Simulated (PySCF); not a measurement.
Structure revision by computed shifts

A compound C$_{8}$H$_{12}$OSi gives the data below (simulated from a calculation) and was assigned the structure `C=C1C=CO[Si@H]1C1CCC1`.

¹³C{¹H} NMR (computed): δ 154.4 (C), 149.7 (CH), 139.7 (C), 129.3 (CH), 31.3 (CH2, 2C), 30.6 (CH), 16.9 (CH2).

¹H NMR (500 MHz, computed): δ 7.63 (m, 1H), 7.29 (m, 1H), 4.46 (s, 3H), 3.37 (m, 1H), 2.49 (m, 2H), 2.18 (m, 2H), 2.10 (m, 1H), 2.02 (m, 1H).

PySCF 2.14.0 with density-fitted response routines calculation with geometry from GFN2-xTB and NMR shieldings at PBE0/pcSseg-1/GIAO; relativity neglected, equivalent nuclei averaged, isolated molecule, single conformer.

Chemical shifts δ = σref − σ; ¹H (σ = 31.72 ppm) and ¹³C (σ = 186.93 ppm) against TMS, all at this level.

Question: Compare with the shifts computed for the proposed structure, pairing carbons in order of shift.

Answer: Numbering as in the mapped SMILES `[CH2:1]=[C:2]1[CH:3]=[CH:4][O:5][Si@H:6]1[CH:7]1[CH2:8][CH2:9][CH2:10]1`. Hydrogens are named by the atom that carries them.

```json
{"atom": "C4", "computed for proposal": "161.7", "given list": "154.4", "difference": "+7.3"}
{"atom": "C2", "computed for proposal": "152.1", "given list": "149.7", "difference": "+2.4"}
{"atom": "C1", "computed for proposal": "124.6", "given list": "139.7", "difference": "-15.1"}
{"atom": "C3", "computed for proposal": "121.2", "given list": "129.3", "difference": "-8.1"}
{"atom": "C9", "computed for proposal": "22.1", "given list": "31.3", "difference": "-9.2"}
{"atom": "C8", "computed for proposal": "22.1", "given list": "31.3", "difference": "-9.2"}
{"atom": "C7", "computed for proposal": "21.8", "given list": "30.6", "difference": "-8.8"}
{"atom": "C10", "computed for proposal": "21.6", "given list": "16.9", "difference": "+4.7"}
```

The rms difference is 8.8 ppm and the largest -15.1 ppm at C1 (terminal =CH2 carbon). The proposal also would give 8 carbon signals, not 7. The carbon types in order of shift don't match either: CH, C, CH2, CH, CH2, CH2, CH, CH2 for the proposal against C, CH, C, CH, CH2, CH2, CH, CH2 in the data. The proposal doesn't fit.

Question: Which isomer fits?

Answer: SMILES C1(c2cc([SiH3])oc2)CCC1.

1. Carbon types of the structure: 2 × C, 3 × CH, 3 × CH2, leaving 3 H on heteroatoms.
2. δC 154.4: substituted aromatic carbon next to the ring oxygen.
3. δC 149.7: aromatic CH next to the ring oxygen.
4. δC 139.7: substituted aromatic carbon.
5. δC 129.3: aromatic CH; the aromatic region.

This is the structure that produced the data.

Shifts are as computed. Against solution values, carbons near 30 ppm lie about +3 ppm off and those near 130 ppm about +5 ppm. Of 1211 compounds with measured shifts, 218 miss one by over three times the rms of a fit or turn the order of signals round; such compounds aren't used in these exercises. No couplings were computed; multiplicities are counted from neighbouring protons, with m where these are inequivalent, close in shift, in a saturated or five-membered ring or joined by F or P, and br s for small geminal =CH2 splittings.
